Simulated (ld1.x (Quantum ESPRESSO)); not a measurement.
## Mo (Z = 42), TM: configuration errors across variants

* Element: Mo (Z = 42)
* Generator: ld1.x (Quantum ESPRESSO) 7.5
* Type: norm-conserving Troullier–Martins (Kleinman–Bylander form)
* Functional: PBEsol
* Relativity: scalar-relativistic
* Frozen core: [Ar] 3d10 4s2
* Valence charge: 12
* Reference configuration: 4p6 4d5 5s1 5p0
* Partial waves: 5s (bound): rc 3.00 bohr; 4p (bound): rc 1.35 bohr; 4d (bound): rc 2.10 bohr
* Local potential: all-electron potential smoothed inside 2.80 bohr (lloc = -1)
* Core correction: Bessel-smoothed model core, default radius (core density twice the valence density)

All-electron excitation energies from the reference (eV): (1) 4p6 4d5 5s0 5p0 6.904; (2) 4p6 4d4 5s0 5p0 22.359; (3) 4p6 4d3 5s0 5p0 49.084; (4) 4p6 4d5 5s0.5 5p0 2.741; (5) 4p6 4d2 5s0 5p0 88.559; (6) 4p6 4d5.5 5s0.5 5p0 0.287; (7) 4p6 4d4 5s2 5p0 0.177.

3 further variants failed, have other tests or another functional or relativity, and are left out.

Errors AE − PS in meV (a dash: test not solved or not reliable):

```tsv
change	(1)	(2)	(3)	(4)	(5)	(6)	(7)	bound ghosts
base	-13	-17	-78	-2.8	-204	-7.9	-26	none
all radii but the core radius scaled by about 1.37 (s 4.12, p 1.86, d 2.88 bohr); local potential all-electron potential smoothed inside 3.84 bohr (lloc = -1)	-13	-153	-356	-1.9	-427	+3.1	+47	none
wave 5s (bound): rc 3.00 bohr becomes 5s (bound): rc 3.88 bohr	-13	-76	-220	-2.0	-448	+0.7	+39	none
wave 4p (bound): rc 1.35 bohr becomes 4p (bound): rc 1.02 bohr	-13	-17	-78	-2.8	-204	-7.9	-26	none
wave 4d (bound): rc 2.10 bohr becomes 4d (bound): rc 2.94 bohr	-7.2	-20	+10	-1.4	+244	-3.4	+4.0	none
local potential the s channel	-14	-60	-262	-3.1	-599	-13	-60	none
```

(1) Give the same row for: local potential all-electron potential smoothed inside 3.60 bohr (lloc = -1).

Results:

(1) -14, -57, -219, -3.2, -469, -12, -51; bound ghosts: none.
